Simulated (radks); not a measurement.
Task: All-electron atom: Sr30+ in [He] 2s2 2p4 (the NIST ground configuration). Method: Dirac Kohn-Sham, PBE, spin-unpolarised, spherical densities, point nucleus; open shells are shared between the two j in proportion to 2j + 1; computed with a radial shooting solver on a logarithmic mesh with Libxc functionals. Some entries of the table are withheld. Estimate them.

orbital     occ.  eigenvalue (eV)  <r^2> (bohr^2)  r(max) (bohr)
1s1/2          2              (1)             (2)        0.02551
2s1/2          2        -3807.185         0.03223         0.1420
2p1/2    1.33333        -3658.813         0.02408            (3)
2p3/2    2.66667        -3583.326         0.02526            (4)

Result: 
(1) 1s1/2 eigenvalue (eV): -17806.56
(2) 1s1/2 <r^2> (bohr^2): 0.002056
(3) 2p1/2 r(max) (bohr): 0.1104
(4) 2p3/2 r(max) (bohr): 0.1137
